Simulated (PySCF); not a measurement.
C4H2ClF, SMILES C#C/C=C(\F)Cl.

The structure is a stationary point at B3LYP-D3(BJ)/def2-SVP. The structure was generated by enumeration; whether it is a known compound was not checked.

Computed with B3LYP-D3(BJ)/def2-SVP run with PySCF.

Frequencies are harmonic and unscaled.

Computed vibrational spectrum:
```json
[
 {"mode": "1", "ν (cm⁻¹)": "134", "IR (km/mol)": "1.0", "moving atoms (share of kinetic energy)": "C 54 %, F 27 %, H 11 %"},
 {"mode": "2", "ν (cm⁻¹)": "136", "IR (km/mol)": "0.3", "moving atoms (share of kinetic energy)": "C 67 %, Cl 16 %, H 14 %"},
 {"mode": "3", "ν (cm⁻¹)": "332", "IR (km/mol)": "2.6", "moving atoms (share of kinetic energy)": "C 50 %, Cl 26 %, F 17 %"},
 {"mode": "4", "ν (cm⁻¹)": "397", "IR (km/mol)": "3.6", "moving atoms (share of kinetic energy)": "F 43 %, C 42 %, Cl 11 %"},
 {"mode": "5", "ν (cm⁻¹)": "447", "IR (km/mol)": "5.6", "moving atoms (share of kinetic energy)": "C 88 %, H 10 %"},
 {"mode": "6", "ν (cm⁻¹)": "489", "IR (km/mol)": "8.2", "moving atoms (share of kinetic energy)": "Cl 43 %, C 41 %, F 13 %"},
 {"mode": "7", "ν (cm⁻¹)": "581", "IR (km/mol)": "1.1", "moving atoms (share of kinetic energy)": "C 78 %, H 14 %"},
 {"mode": "8", "ν (cm⁻¹)": "656", "IR (km/mol)": "39.1", "moving atoms (share of kinetic energy)": "H 77 %, C 23 %"},
 {"mode": "9", "ν (cm⁻¹)": "715", "IR (km/mol)": "32.1", "moving atoms (share of kinetic energy)": "H 77 %, C 23 %"},
 {"mode": "10", "ν (cm⁻¹)": "824", "IR (km/mol)": "15.9", "moving atoms (share of kinetic energy)": "H 72 %, C 28 %"},
 {"mode": "11", "ν (cm⁻¹)": "858", "IR (km/mol)": "72.9", "moving atoms (share of kinetic energy)": "C 66 %, F 24 %"},
 {"mode": "12", "ν (cm⁻¹)": "1031", "IR (km/mol)": "41.2", "moving atoms (share of kinetic energy)": "C 86 %, H 9 %"},
 {"mode": "13", "ν (cm⁻¹)": "1119", "IR (km/mol)": "98.5", "moving atoms (share of kinetic energy)": "H 45 %, C 39 %, F 15 %"},
 {"mode": "14", "ν (cm⁻¹)": "1342", "IR (km/mol)": "61.6", "moving atoms (share of kinetic energy)": "C 50 %, H 41 %, F 9 %"},
 {"mode": "15", "ν (cm⁻¹)": "1709", "IR (km/mol)": "159.8", "moving atoms (share of kinetic energy)": "C 96 %"},
 {"mode": "16", "ν (cm⁻¹)": "2216", "IR (km/mol)": "3.4", "moving atoms (share of kinetic energy)": "C 91 %, H 9 %"},
 {"mode": "17", "ν (cm⁻¹)": "3194", "IR (km/mol)": "7.7", "moving atoms (share of kinetic energy)": "H 92 %, C 8 %"},
 {"mode": "18", "ν (cm⁻¹)": "3471", "IR (km/mol)": "92.0", "moving atoms (share of kinetic energy)": "H 86 %, C 14 %"}
]
```
